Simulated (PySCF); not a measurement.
Bonds: Si1-C2, Si1-C9, Si1-C16, Si1-C23, C2-C3, C9-C10, C16-C17, C23-C24. C2 carries H4, H5; C3 carries H6, H7, H8; C9 carries H11, H12; C10 carries H13, H14, H15; C16 carries H18, H19; C17 carries H20, H21, H22; C23 carries H25, H26; C24 carries H27, H28, H29.

- σ from GIAO-KT2/pcSseg-1
- geometry from PBE0-D3(BJ)/def2-SVP
- code: PySCF
- averaged over atoms made equivalent by symmetry, fast rotation or ring inversion, non-relativistic Hamiltonian, isolated molecule, one conformer

Scale: ¹³C and ¹H and ²⁹Si vs TMS (reference shieldings calculated alike).

```
                                       atoms  nucleus  count  δ (ppm)
                              C3/C10/C17/C24      ¹³C      4        ?
                                         Si1     ²⁹Si      1        ?
               H4/H5/H11/H12/H18/H19/H25/H26       ¹H      8     0.58
H6/H7/H8/H13/H14/H15/H20/H21/H22/H27/H28/H29       ¹H     12     0.96
                               C2/C9/C16/C23      ¹³C      4      5.6
```

Problem. Complete the table.

Solution. 
- C3/C10/C17/C24: 9.5 ppm, carbon bonded to C, 3 H
- Si1: 5.0 ppm, silicon bonded to 4 C

Shifts are as computed. Against solution values, carbons near 30 ppm lie about +2 ppm off and those near 130 ppm about -5 ppm. Of 1313 compounds with measured shifts, 239 miss one by over three times the rms of a fit or turn the order of signals round; such compounds aren't used in these exercises.
